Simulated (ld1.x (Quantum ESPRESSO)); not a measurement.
Plane-wave convergence, PAW potential for Al (Z = 13)

| Quantity | Value |
| --- | --- |
| Element | Al (Z = 13) |
| Generator | ld1.x (Quantum ESPRESSO) 7.5 |
| Type | PAW |
| Functional | PBE |
| Relativity | non-relativistic |
| Frozen core | [He] |
| Valence charge | 11 |
| Reference configuration | 2s2 2p6 3s2 3p1 |
| Partial waves | 2s (bound): rcut 0.85, rcutus 0.90 bohr; 3s (bound): rcut 0.85, rcutus 0.90 bohr; 2p (bound): rcut 1.15, rcutus 1.30 bohr; 3p (bound): rcut 1.15, rcutus 1.30 bohr |
| Local potential | all-electron potential smoothed inside 1.25 bohr (lloc = -2) |
| Core correction | Bessel-smoothed model core inside 0.60 bohr |
| Augmentation charge | BG, radius 0.80 bohr |

The pseudo-atom Hamiltonian at the reference potential is diagonalised in spherical Bessel functions j_l(qr) that vanish at 20 bohr, with q² up to the cutoff. All-electron valence levels (Ry): 2s -7.9170, 3s -0.5682, 2p -5.1216, 3p -0.1999.

**Question.** How do the lowest levels (Ry) of each channel move with the cutoff, and are there ghosts?

**Answer.**

| cutoff (Ry) | s #1 | s #2 | p #1 | p #2 | d #1 | f #1 | Σ f·Δε (mRy) |
| --- | --- | --- | --- | --- | --- | --- | --- |
| 8 | -5.6088 | -0.3542 | -3.4894 | -0.0739 | 0.0455 | 0.1022 | 14963.6 |
| 15 | -6.8875 | -0.4535 | -4.7324 | -0.1142 | 0.0454 | 0.1022 | 4709.6 |
| 25 | -7.5852 | -0.5167 | -5.0539 | -0.1315 | 0.0454 | 0.1022 | 1241.8 |
| 40 | -7.8628 | -0.5515 | -5.1163 | -0.1435 | 0.0454 | 0.1022 | 230.1 |
| 55 | -7.9093 | -0.5621 | -5.1211 | -0.1634 | 0.0454 | 0.1022 | 67.8 |
| 80 | -7.9166 | -0.5671 | -5.1215 | -0.1983 | 0.0454 | 0.1022 | 5.7 |
| 110 | -7.9168 | -0.5681 | -5.1216 | -0.1993 | 0.0454 | 0.1022 | 1.7 |
| 160 | -7.9170 | -0.5682 | -5.1216 | -0.1998 | 0.0454 | 0.1022 | 0.3 |
| 400 | -7.9171 | -0.5682 | -5.1216 | -0.1999 | 0.0454 | 0.1022 | 0.0 |

Result: no extra level below or beside the all-electron valence levels (s, p, d, f tested); 10 mRy is reached at 80 Ry and 1 mRy at 120 Ry.

Test run stopped at test 1 of 7 (negative rho).
